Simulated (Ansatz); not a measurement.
Consider the ligand exchange at a Ge–N bond: `C[NH][GeH]([OH])[Cl]` + HCl → `[OH][GeH]([Cl])[Cl]` + CH₃NH₂.

Program: Ansatz. Geometries: PBE0-D4/def2-TZVP. ΔE: electronic, gas phase. CBS: MP2 limit from def2 TZ/QZ plus the TZ coupled-cluster correction, frozen cores. This one scheme is used for every species. DFT in def2-TZVPP. B3LYP here is the variant with VWN-RPA as its local correlation; programs differ in this. For Ge outer-core shells are correlated without core-valence functions, which leaves a few kJ/mol of doubt a bond. Scalar relativity is left out up to krypton. Each species was taken in one conformer, which may not be the lowest.

`C[NH][GeH]([OH])[Cl]`:

Cartesian coordinates in Å:
```
C 0.120 -1.372 -0.677
N 0.562 0.013 -0.678
Ge -0.256 1.229 0.388
O 0.017 0.750 2.067
Cl -2.403 1.201 0.241
H -0.807 -1.540 -1.237
H -0.052 -1.698 0.351
H 0.899 -2.015 -1.096
H 0.763 0.356 -1.607
H 0.240 2.639 0.055
H 0.916 0.436 2.191
```

HCl:

Z-matrix (Å, degrees):
```
Cl
H 1 1.279
```

`[OH][GeH]([Cl])[Cl]`:

```xyz
6

O     1.109   -0.605   -0.703
Ge   -0.375    0.128   -0.130
Cl    0.052    2.030    0.746
Cl   -1.228   -1.084    1.410
H     1.765   -0.734   -0.012
H    -1.323    0.266   -1.311
```

CH₃NH₂:

```xyz
7

C    -0.167    0.147   -0.523
N     0.128    0.058    0.897
H     0.163   -0.710   -1.127
H     0.301    1.044   -0.934
H    -1.244    0.258   -0.663
H     1.124   -0.035    1.050
H    -0.306   -0.763    1.300
```

Q: Is it downhill or uphill in electronic energy at CCSD(T)/CBS, and by how much? (An estimate is asked.)

A: The calculation gave: Downhill: ΔE = -51.4 kJ/mol.

Q: What do these levels give: PBE-D4, ωB97X-V, PBE, PBE0, B3LYP, MP2/def2-TZVPP, SCS-MP2/def2-TZVPP, HF/def2-QZVPP, MP2/def2-QZVPP, SCS-MP2/def2-QZVPP, HF/CBS(def2), MP2/CBS(def2)? (Estimate.)

A: Computed: PBE-D4 -60.4, ωB97X-V -57.4, PBE -64.4, PBE0 -64.4, B3LYP -64.7, MP2/def2-TZVPP -51.1, SCS-MP2/def2-TZVPP -52.4, HF/def2-QZVPP -67.5, MP2/def2-QZVPP -51.9, SCS-MP2/def2-QZVPP -53.3, HF/CBS(def2) -67.5, MP2/CBS(def2) -52.5 kJ/mol.

Largest T1 diagnostic among the species: 0.011.

The D4 term adds +6.0 kJ/mol with B3LYP and +3.6 kJ/mol with PBE0; it sums over pairs of atoms, weighted by their polarisabilities, and B3LYP, whose exchange is more repulsive, gets the larger term. In def2-TZVPP, CCSD(T) changes the Hartree–Fock value by +17.3 kJ/mol (the triples alone add +1.2 kJ/mol) and MP2 by +16.3 kJ/mol.
